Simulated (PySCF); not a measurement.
## Basis-set dependence of population analyses: `N#C[SiH2]C#N`

Compound: C2H2N2Si.
Numbering: `[N:1]#[C:2][SiH2:3][C:4]#[N:5]` (hydrogens: H6, H7 on Si3)

PBE0 throughout (PySCF), one geometry, spherical d and f functions. Isolated species at its PBE0-D3(BJ)/def2-SVP geometry, gas phase. Atoms taken as equivalent share a column and are averaged.

Mulliken charges (e):

```
        basis  functions   N1/N5   C2/C4     Si3   H6/H7
       STO-3G         31  -0.173  -0.122  +0.718  -0.064
        6-31G         53  -0.247  -0.103  +0.800  -0.050
     pcSseg-0         53  -0.346  -0.244  +1.138  +0.022
       6-31G*         78  -0.235  +0.014  +0.486  -0.022
      cc-pVDZ         84  -0.088  -0.144  +0.465  -0.001
     def2-SVP         84  -0.030  -0.241  +0.551  -0.005
  aug-cc-pVDZ        137  -0.301  -0.029  +0.203  +0.229
6-311+G(2d,p)        155  -0.207  -0.134  +0.703  -0.011
    def2-TZVP        173  -0.010  -0.200  +0.336  +0.042
      cc-pVTZ        182  -0.033  -0.184  +0.412  +0.011
     IGLO-III        204  -0.291  +0.002  +0.769  -0.096
```

IAO charges (e):

| basis | functions | N1/N5 | C2/C4 | Si3 | H6/H7 |
| --- | --- | --- | --- | --- | --- |
| STO-3G | 31 | -0.125 | -0.185 | +0.772 | -0.075 |
| 6-31G | 53 | -0.148 | -0.138 | +0.643 | -0.035 |
| pcSseg-0 | 53 | -0.150 | -0.145 | +0.664 | -0.038 |
| 6-31G* | 78 | -0.149 | -0.164 | +0.769 | -0.071 |
| cc-pVDZ | 84 | -0.145 | -0.166 | +0.758 | -0.068 |
| def2-SVP | 84 | -0.143 | -0.167 | +0.769 | -0.074 |
| aug-cc-pVDZ | 137 | -0.158 | -0.157 | +0.760 | -0.066 |
| 6-311+G(2d,p) | 155 | -0.158 | -0.164 | +0.791 | -0.074 |
| def2-TZVP | 173 | -0.155 | -0.168 | +0.801 | -0.077 |
| cc-pVTZ | 182 | -0.153 | -0.166 | +0.787 | -0.074 |
| IGLO-III | 204 | -0.157 | -0.167 | +0.799 | -0.076 |

Hirshfeld charges (e):

```
        basis  functions   N1/N5   C2/C4     Si3   H6/H7
       STO-3G         31  -0.151  -0.063  +0.511  -0.041
        6-31G         53  -0.153  -0.039  +0.441  -0.029
     pcSseg-0         53  -0.154  -0.040  +0.453  -0.032
       6-31G*         78  -0.159  -0.025  +0.437  -0.035
      cc-pVDZ         84  -0.153  -0.032  +0.444  -0.037
     def2-SVP         84  -0.158  -0.026  +0.446  -0.039
  aug-cc-pVDZ        137  -0.167  -0.029  +0.457  -0.032
6-311+G(2d,p)        155  -0.167  -0.028  +0.457  -0.033
    def2-TZVP        173  -0.165  -0.026  +0.450  -0.034
      cc-pVTZ        182  -0.163  -0.026  +0.447  -0.034
     IGLO-III        204  -0.170  -0.025  +0.451  -0.030
```

Question: Which scheme is steadiest as the basis changes?

Answer: Largest range over the bases for any column: Hirshfeld 0.07 e, IAO 0.16 e, Mulliken 0.93 e. Hirshfeld charges move least and Mulliken charges most, counted in e. Without the minimal STO-3G basis the ranges are Hirshfeld 0.02, IAO 0.16, Mulliken 0.93 e.

Question: How much do the charges still move between the two largest bases, cc-pVTZ and IGLO-III?

Answer: At most, over all atoms: Mulliken 0.357 e, IAO 0.013 e, Hirshfeld 0.006 e.

Question: What do the same runs give for the total energy, the frontier levels and the dipole moment?

Answer: 
```csv
basis,energy (Eh),HOMO (eV),LUMO (eV),μ (D)
STO-3G,-470.3250,-7.96,2.91,3.57
6-31G,-475.9168,-10.23,-1.05,3.76
pcSseg-0,-475.2615,-10.52,-1.42,4.04
6-31G*,-476.0133,-10.09,-1.33,3.56
cc-pVDZ,-476.0432,-10.09,-1.38,3.51
def2-SVP,-475.7993,-10.20,-1.49,3.56
aug-cc-pVDZ,-476.0551,-10.26,-1.63,3.77
"6-311+G(2d,p)",-476.0972,-10.31,-1.74,3.75
def2-TZVP,-476.1151,-10.28,-1.69,3.69
cc-pVTZ,-476.1091,-10.25,-1.61,3.65
IGLO-III,-476.1169,-10.30,-1.72,3.73
```

The dipole is fixed by the density alone, so its range of 0.53 D shows that the density itself changes with the basis, not only its division among atoms.
